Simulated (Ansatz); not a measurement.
```yaml
crystal:
  periodic: [false, false, false]
  atoms:
    - {symbol: C, position_ang: [-3.274489, 1.589123, -0.835888]}
    - {symbol: C, position_ang: [-3.298018, 0.055385, -0.777020]}
    - {symbol: Si, position_ang: [-2.776627, -0.679034, 0.898894]}
    - {symbol: C, position_ang: [-4.001562, -0.167613, 2.251136]}
    - {symbol: C, position_ang: [-1.020339, -0.125653, 1.358750]}
    - {symbol: Si, position_ang: [0.298627, -0.340840, 0.013612]}
    - {symbol: C, position_ang: [0.281441, -2.107764, -0.661989]}
    - {symbol: C, position_ang: [2.018211, 0.095547, 0.682959]}
    - {symbol: Si, position_ang: [3.472604, -0.105390, -0.517722]}
    - {symbol: C, position_ang: [5.078883, 0.497581, 0.284655]}
    - {symbol: C, position_ang: [3.147876, 0.847409, -2.121118]}
    - {symbol: H, position_ang: [-3.945601, 2.042030, -0.076269]}
    - {symbol: H, position_ang: [-3.598741, 1.972286, -1.825791]}
    - {symbol: H, position_ang: [-2.254764, 1.987155, -0.652528]}
    - {symbol: H, position_ang: [-4.315678, -0.329183, -1.010550]}
    - {symbol: H, position_ang: [-2.633051, -0.369944, -1.561182]}
    - {symbol: H, position_ang: [-2.791717, -2.185784, 0.780441]}
    - {symbol: H, position_ang: [-5.029927, -0.507409, 2.010412]}
    - {symbol: H, position_ang: [-4.025516, 0.935347, 2.370050]}
    - {symbol: H, position_ang: [-3.718689, -0.605870, 3.229924]}
    - {symbol: H, position_ang: [-1.048048, 0.947306, 1.652909]}
    - {symbol: H, position_ang: [-0.701202, -0.689279, 2.263659]}
    - {symbol: H, position_ang: [-0.024603, 0.611072, -1.115237]}
    - {symbol: H, position_ang: [-0.710670, -2.369239, -1.082541]}
    - {symbol: H, position_ang: [0.508683, -2.837710, 0.142194]}
    - {symbol: H, position_ang: [1.039376, -2.239711, -1.460617]}
    - {symbol: H, position_ang: [1.997598, 1.151360, 1.035362]}
    - {symbol: H, position_ang: [2.213858, -0.530976, 1.581933]}
    - {symbol: H, position_ang: [3.626278, -1.572748, -0.847985]}
    - {symbol: H, position_ang: [5.291739, -0.057665, 1.221085]}
    - {symbol: H, position_ang: [5.943592, 0.359614, -0.396746]}
    - {symbol: H, position_ang: [5.012653, 1.576544, 0.536813]}
    - {symbol: H, position_ang: [2.246227, 0.467193, -2.642831]}
    - {symbol: H, position_ang: [2.984112, 1.925123, -1.911906]}
    - {symbol: H, position_ang: [4.007495, 0.761745, -2.816868]}
basis:
  gaussian: {orbitals: aug-cc-pVDZ, final_grid: {core_spheres: 8, valence_spheres: 7, degree: 23}}
total_charge: 1
magnetization: {spin_polarized: false, initial_magnetization: 1}
hamiltonian: {xc: {name: PBE}, dispersion: d3bj}
scf: {omitted_lower_state_checks: [starts]}
output: {forces: true}
```

```sh
$ ansatz run in.yaml --threads 4 --pin off --events-out ev --progress --plain --max-ram 6963MiB
```

Shortened log:

```
Functional definition: PBE
4413 factors; their error is unknown
mean field evaluation 1: about -32219.6870 eV, gradient 1.7e2 eV
mean field evaluation 2: about -31861.7619 eV, gradient 3.0e2 eV
mean field evaluation 4: about -32282.6683 eV, gradient 3.7e1 eV
mean field evaluation 8: about -32288.4828 eV, gradient 1.5e1 eV
mean field evaluation 16: about -32219.6691 eV, gradient 1.7e2 eV
mean field -32289.92828685 eV, -1186.6329776421 hartree, gradient 1.3e-5 eV, S^2 0.750000; 0 other end points of the search recorded, 0 dependent functions left out
reference -32289.92847690 eV, -1186.6329846264 hartree; 57, 56 occupied and 424, 425 virtual orbitals, 4413 factors
Total energy: -32290.94902803 eV, -1186.6704891889 hartree
Atom 0 at    -3.274489     1.589123    -0.835888 Å, force     0.046913    -0.136655     0.521577 eV/Å
Atom 1 at    -3.298018     0.055385    -0.777020 Å, force     0.299870     0.609673    -1.017770 eV/Å
Atom 2 at    -2.776627    -0.679034     0.898894 Å, force    -1.187792    -0.889581     0.060841 eV/Å
Atom 3 at    -4.001562    -0.167613     2.251136 Å, force     0.389594     0.228660     0.344720 eV/Å
Atom 4 at    -1.020339    -0.125653     1.358750 Å, force     1.228861     0.912264     0.574200 eV/Å
Atom 5 at     0.298627    -0.340840     0.013612 Å, force    -0.726285    -0.719126    -1.464707 eV/Å
Atom 6 at     0.281441    -2.107764    -0.661989 Å, force     0.119232     0.023469     0.116948 eV/Å
Atom 7 at     2.018211     0.095547     0.682959 Å, force     0.427718     0.527655     1.477097 eV/Å
Atom 8 at     3.472604    -0.105390    -0.517722 Å, force    -0.170764    -0.610164    -1.566878 eV/Å
Atom 9 at     5.078883     0.497581     0.284655 Å, force     0.465647     0.596124     0.974156 eV/Å
Atom 10 at     3.147876     0.847409    -2.121118 Å, force     0.059791     0.144971     0.093239 eV/Å
Atom 11 at    -3.945601     2.042030    -0.076269 Å, force     0.022366    -0.059076    -0.137753 eV/Å
Atom 12 at    -3.598741     1.972286    -1.825791 Å, force     0.022696    -0.098819    -0.034632 eV/Å
Atom 13 at    -2.254764     1.987155    -0.652528 Å, force    -0.030570    -0.002531    -0.142801 eV/Å
Atom 14 at    -4.315678    -0.329183    -1.010550 Å, force     0.015225    -0.131954     0.359447 eV/Å
Atom 15 at    -2.633051    -0.369944    -1.561182 Å, force    -0.000973     0.032101     0.133918 eV/Å
Atom 16 at    -2.791717    -2.185784     0.780441 Å, force     0.021243     0.092707    -0.062144 eV/Å
Atom 17 at    -5.029927    -0.507409     2.010412 Å, force     0.137276    -0.127753    -0.139710 eV/Å
Atom 18 at    -4.025516     0.935347     2.370050 Å, force     0.032206    -0.107526     0.004022 eV/Å
Atom 19 at    -3.718689    -0.605870     3.229924 Å, force    -0.111907     0.052506    -0.059868 eV/Å
Atom 20 at    -1.048048     0.947306     1.652909 Å, force    -0.016194    -0.114804     0.023822 eV/Å
Atom 21 at    -0.701202    -0.689279     2.263659 Å, force    -0.398660    -0.022127     0.050374 eV/Å
Atom 22 at    -0.024603     0.611072    -1.115237 Å, force     0.090788     0.067594     0.105778 eV/Å
Atom 23 at    -0.710670    -2.369239    -1.082541 Å, force     0.094418     0.047859     0.029877 eV/Å
Atom 24 at     0.508683    -2.837710     0.142194 Å, force    -0.034458     0.020855    -0.093571 eV/Å
Atom 25 at     1.039376    -2.239711    -1.460617 Å, force    -0.102370     0.021520     0.075778 eV/Å
Atom 26 at     1.997598     1.151360     1.035362 Å, force    -0.024921    -0.111015     0.027733 eV/Å
Atom 27 at     2.213858    -0.530976     1.581933 Å, force    -0.084156     0.085004    -0.046981 eV/Å
Atom 28 at     3.626278    -1.572748    -0.847985 Å, force    -0.101043     0.067901     0.123546 eV/Å
Atom 29 at     5.291739    -0.057665     1.221085 Å, force    -0.143988     0.003841    -0.102197 eV/Å
Atom 30 at     5.943592     0.359614    -0.396746 Å, force    -0.329740    -0.147207    -0.267689 eV/Å
Atom 31 at     5.012653     1.576544     0.536813 Å, force    -0.035262    -0.123316    -0.038891 eV/Å
Atom 32 at     2.246227     0.467193    -2.642831 Å, force     0.087306    -0.057174     0.049014 eV/Å
Atom 33 at     2.984112     1.925123    -1.911906 Å, force     0.055268    -0.081395    -0.034726 eV/Å
Atom 34 at     4.007495     0.761745    -2.816868 Å, force    -0.117337     0.005519     0.064230 eV/Å
Dipole moment:     0.103520     0.248675     0.283057 e Å
Checks for a lower state left out: starts
```

Hardware: 4 threads of Arm Neoverse V2 on a shared host. Wall time 49 s, peak host memory 2 GiB.

With spin_polarized false and unpaired electrons the run is restricted open-shell.

The dipole of an ion depends on the origin.
